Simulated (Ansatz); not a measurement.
GeI$_{2}$, charge -1, doublet, at a GFN2-xTB geometry (a state made from the parent by changing its charge; the spin is typed, not shown lowest) (core potentials on I) (a gas-phase anion, which may not be bound at this level). Base run: HF/def2-SVP in Ansatz (a program for electronic structure).

Ansatz was given this input:
Ansatz 0.2 input:
```yaml
crystal:
  periodic: [false, false, false]
  atoms:
    - {symbol: Ge, position_ang: [0.00262673, -0.01192623, 1.28932309]}
    - {symbol: I, position_ang: [1.10279430, -1.88448564, -0.40894272]}
    - {symbol: I, position_ang: [-1.10438024, 1.89168638, -0.36951650]}
basis:
  gaussian:
    orbitals: def2-SVP
hamiltonian:
  xc: hf
total_charge: -1
magnetization: {spin_polarized: true, initial_magnetization: 1}
```

Each row names what was changed in the base input (with any setting that the change needs).

| change | basis functions | E (Eh) |
|---|---|---|
| base | 84 | -2668.55197 |
| basis = Sapporo-DKH3-DZP-2012; relativity = spin-free X2C; nucleus = Gaussian | 147 | -16321.58595 |
| basis = ANO-RCC-VDZP; relativity = none | 113 | -15410.99235 |
| basis = Sapporo-DKH3-DZP-2012; relativity = none | 147 | -15431.48756 |
| basis = Sapporo-DKH3-DZP-2012; relativity = spin-free X2C | 147 | -16322.01820 |
| basis = ANO-RCC-VDZP; relativity = spin-free X2C | 113 | -16322.57789 |
| basis = ANO-RCC-VDZP; relativity = spin-free X2C; nucleus = Gaussian | 113 | -16322.08769 |

Total energies compare only within one method and basis.

Ansatz warned in this series: the basis is contracted for relativity, which the run leaves out.

A gas-phase anion may not be bound at this level; its values then depend on the basis.

Basis sets contracted for a relativistic Hamiltonian are a mismatch without it, so the rows without relativity aren't non-relativistic limits. No row has spin-orbit coupling; sets with core potentials leave out the core electrons.
